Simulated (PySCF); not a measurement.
Exercise with solution: entropy of an ideal gas

C2H4N, SMILES [CH]=NC, multiplicity 2.

Geometry optimised at PBE-D3(BJ)/def2-TZVP. The isomer is the one that the SMILES or the coordinates give; other isomers of the formula were not compared.

PBE-D3(BJ)/def2-TZVP in PySCF gives the harmonic wavenumbers 170, 327, 677, 876, 944, 1069, 1076, 1369, 1425, 1435, 1867, 2845, 2935, 3029, 3049 cm⁻¹ and the rotational temperatures 3.2020, 0.5109, 0.4675 K. The molar mass is 42.06 g/mol, the symmetry number 1, the spin multiplicity 2.

### Question
Work out the entropy at 298.15 K and 1 atm in the rigid-rotor, harmonic-oscillator model.

### Answer

Translation (Sackur–Tetrode at 1 atm): S = R[1.5 ln M + 2.5 ln T − 1.16487] = 155.4 J/(mol K).
Rotation: q = (√π/σ) T^1.5/√(θA θB θC) = 10400, S = R[ln q + 3/2] = 89.4 J/(mol K).
Vibration: with u = 1.4388 ν/T, each mode gives R[u/(e^u − 1) − ln(1 − e^−u)]:
```tsv
ν (cm⁻¹)	modes	u	S (J/(mol K))
170	1	0.82	10.19
327	1	1.58	5.33
677	1	3.27	1.40
876	1	4.23	0.64
944	1	4.56	0.49
1069	1	5.16	0.30
1076	1	5.19	0.29
1369	1	6.61	0.09
1425	1	6.88	0.07
1435	1	6.92	0.06
1867	1	9.01	0.01
```
The stiffer modes add less than 0.005 each. Sum 18.9 J/(mol K).
Spin: R ln 2 = 5.8 J/(mol K).
Total 269.4 J/(mol K); the program's own thermochemistry gives 269.4. Translation makes up 58 % and vibration 7 %. Anharmonicity, hindered rotation and orbital degeneracy are left out.
